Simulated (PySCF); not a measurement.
# How methods differ on the excitation energy of P

P [Ne] 3s2 3p3 (4S) → P [Ne] 3s1 3p3 3d1 (6D), as a difference of total energies. All numbers are calculated (PySCF 2.14, the spin-free X2C one-electron Hamiltonian (Gaussian nucleus), in x2c-TZVPPall with one added diffuse shell each of s, p, d type (6s6p4d1f, 51 functions)). Correlated levels: valence: [Ne] frozen. The calculations carry no spin-orbit coupling.

```
           method  excitation energy (eV)
              UHF                  12.422
    MP2 (valence)                  13.949
SCS-MP2 (valence)                  14.358
   CCSD (valence)                  14.188
CCSD(T) (valence)                  14.280
```

Question: How much does correlation contribute at CCSD(T) (valence)?

Answer: 14.280 − (12.422) = 1.858 eV, measured against UHF.

The upper state lies above the first ionisation limit, but in LS coupling its spin forbids autoionisation to the ground ion.

The promoted electron is Rydberg-like, and one or two diffuse shells describe it only roughly, which tends to raise the upper state.
